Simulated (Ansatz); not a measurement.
The cluster Ge3Se4, relaxed as a singlet with RKS PBE-D4/def2-SVP in Ansatz, starting from the GFN2-xTB geometry. Force threshold 0.02 eV/Å.

Another isomer (singlet) lies 1.07 eV lower at PBE0-D4/def2-TZVP; other spin states weren't run for this one.

Start:

Cartesian coordinates in Å:
```
Ge -1.079 -2.039 0.037
Ge -0.726 2.106 0.622
Ge 2.668 -0.096 -0.964
Se -1.399 -0.124 1.745
Se -2.180 0.256 -0.442
Se 1.514 1.883 -0.252
Se 1.202 -1.986 -0.746
```

```tsv
step	energy (eV)	largest force component (eV/Å)	SCF passes
1	-430841.9784	0.739	20
2 (rejected)	-430841.9297	0.423	26
3	-430842.0607	0.068	21
4	-430842.0619	0.022	22
5	-430842.0622	0.014	21
```

Force components are those of the run's own axes.

End:

Cartesian coordinates in Å:
```
Ge -1.037 -2.016 0.031
Ge -0.687 2.078 0.593
Ge 2.673 -0.095 -0.970
Se -1.487 -0.121 1.798
Se -2.286 0.255 -0.425
Se 1.576 1.904 -0.255
Se 1.249 -2.005 -0.773
```

By distances, no bond broke or formed. The bond that changes most is Ge2–Se5, from 2.58 to 2.63 Å (atoms count from 1).

No frequencies were taken in this run, so the end may be a saddle point.

Hardware: 4 threads of Intel Xeon Platinum 8175M on a shared host. Wall time 18 s.
